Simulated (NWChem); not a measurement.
System meant: BeHSF; SMILES [F][Be][SH]

The following NWChem deck was run.

```
start job
memory heap 200 mb stack 900 mb global 1100 mb
geometry units angstroms noautosym nocenter noautoz
  Be     0.001136    -0.627617     0.000000
  F     -0.062678    -2.002276     0.000000
  S      0.129099     1.278164     0.000000
  H     -1.213591     1.449653     0.000000
end
basis spherical
  Be library 6-31g*
  F library 6-31g*
  S library 6-31g*
  H library 6-31g*
end
dft
  xc m06-l
  iterations 150
end
property
  shielding
end
task dft property
```

End of the output:

```
 Vector   18  Occ=0.000000D+00  E= 3.189120D-02
              MO Center=  6.2D-03, -5.0D-01,  4.5D-09, r^2= 3.2D+00
   Bfn.  Coefficient  Atom+Function         Bfn.  Coefficient  Atom+Function
  ----- ------------  ---------------      ----- ------------  ---------------
     9      0.697476  1 Be pz                 5      0.489261  1 Be pz
    41     -0.305994  3 S  pz                37     -0.261877  3 S  pz
    19     -0.225505  2 F  pz                23     -0.222924  2 F  pz
    33      0.092418  3 S  pz                43     -0.087149  3 S  d -1
    11      0.043967  1 Be d -1

 center of mass
 --------------
 x =   0.05341420 y =  -0.04243848 z =   0.00000000

 moments of inertia (a.u.)
 ------------------
         478.653451120715         -21.137888884265           0.000000000000
         -21.137888884265           7.296082561518           0.000000000000
           0.000000000000           0.000000000000         485.949533682233

     Multipole analysis of the density
     ---------------------------------

     L   x y z        total         alpha         beta         nuclear
     -   - - -        -----         -----         ----         -------
     0   0 0 0     -0.000000    -15.000000    -15.000000     30.000000

     1   1 0 0     -0.382645     -0.467633     -0.467633      0.552622
     1   0 1 0      0.013654     -1.286998     -1.286998      2.587649
     1   0 0 1     -0.000000     -0.000000     -0.000000      0.000000

     2   2 0 0    -15.113289    -10.725660    -10.725660      6.338032
     2   1 1 0     -1.738851     -4.453890     -4.453890      7.168930
     2   1 0 1     -0.000000     -0.000000     -0.000000      0.000000
     2   0 2 0    -21.980826   -128.654019   -128.654019    235.327211
     2   0 1 1      0.000000      0.000000      0.000000      0.000000
     2   0 0 2    -17.787280     -8.893640     -8.893640      0.000000

          -----------------------------------------
          Chemical Shielding Tensors (GIAO, in ppm)
          -----------------------------------------

 ------------------------------------------------------------------------
  xm06: d2 not coded                    0
 ------------------------------------------------------------------------
 ------------------------------------------------------------------------
  current input line :
    22: task dft property
 ------------------------------------------------------------------------
 ------------------------------------------------------------------------
 This error has not yet been assigned to a category
 ------------------------------------------------------------------------
 For more information see the NWChem manual at https://nwchemgit.github.io

0: xm06: d2 not coded:Received an Error in Communication
```

Question: Can this run be used? If not, why, and what is the fix?

Answer: The program stopped with an error. Cause: this functional's second derivatives, which shieldings need, aren't coded here; the fix takes a hybrid GGA instead. This input runs:
```
start job
memory heap 200 mb stack 900 mb global 1100 mb
geometry units angstroms noautosym nocenter noautoz
  Be     0.001136    -0.627617     0.000000
  F     -0.062678    -2.002276     0.000000
  S      0.129099     1.278164     0.000000
  H     -1.213591     1.449653     0.000000
end
basis spherical
  Be library 6-31g*
  F library 6-31g*
  S library 6-31g*
  H library 6-31g*
end
dft
  xc pbe0
  iterations 150
end
property
  shielding
end
task dft property
```
It converges to -513.21673 Ha (PBE0/6-31G* (spherical d), GIAO).
